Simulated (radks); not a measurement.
The numbers below are computed, except where a source is named.
Question: These are the eigenvalues of the occupied orbitals of an atom or ion with whole-number occupations (hartree). Level of theory: Dirac Kohn-Sham, PBE, spin-unpolarised, spherical densities, point nucleus (a radial shooting solver on a logarithmic mesh with Libxc functionals).

orbital  eigenvalue
1s1/2     -1593.573
2s1/2     -257.6324
2p1/2     -243.7196
2p3/2     -224.6070
3s1/2     -55.89447
3p1/2     -49.95704
3p3/2     -46.14153
3d3/2     -35.80959
3d5/2     -34.98489
4s1/2     -11.11570
4p1/2      -8.87543
4p3/2      -8.04823
4d3/2      -4.36864
4d5/2      -4.22250
5s1/2      -1.48493
5p1/2      -0.88915
5p3/2      -0.77819
6s1/2      -0.12871
4f5/2      -0.07274
4f7/2      -0.05795

Which element is it, and in what charge state? The configuration may be excited. Open shells, if any, are shared by 2j + 1.

Answer: Z = 60, neodymium, charge 0: Nd in [Xe] 4f4 6s2. The list shows which subshells hold electrons but not how many an open one holds; the 1s level, -1593.6 hartree, gives Z - s = 56.5 by -(Z - s)^2/2, which with screening and relativity narrows Z to a few neighbours, and the depths of the outer levels then fix element, charge and occupations together.
